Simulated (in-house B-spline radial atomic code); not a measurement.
A fraction x of an electron is removed from 2s in Ne, starting from [He] 2s2 2p6 and keeping the highest spin. Computed with an all-electron radial atomic-structure program (B-spline basis): scalar-relativistic (X2C) LDA VWN5, spin-polarised, spherical fractional occupations, Fermi nucleus of rms radius 3.0055 fm.

| x | E(x) - E(0) (eV) | 2s down level (eV) |
| --- | --- | --- |
| 0 | 0.0000 | -36.113 |
| 0.12 | 4.4558 | -38.158 |
| 0.14 | 5.2224 | -38.504 |
| 0.33 | 12.8541 | -41.847 |
| 0.48 | 19.3339 | -44.560 |
| 0.5 | ? | ? |
| 0.52 | 21.1310 | -45.294 |
| 0.74 | ? | ? |
| 0.79 | 34.0386 | -50.347 |
| 0.9 | 39.6925 | -52.454 |
| 1 | 45.0345 | - |

Problem. What belongs in the row x = 0.5?

Solution. An energy change of 20.2288 eV; 2s down at -44.926 eV.

Problem. What belongs in the row x = 0.74?

Solution. An energy change of 31.5450 eV; 2s down at -49.399 eV.

Problem. Check Janak's theorem between x = 0.12 and 0.14.

Solution. The slope of the energy is 38.33 eV; the orbital levels give 38.33 eV (-ε of the emptying orbital, averaged over the two points).
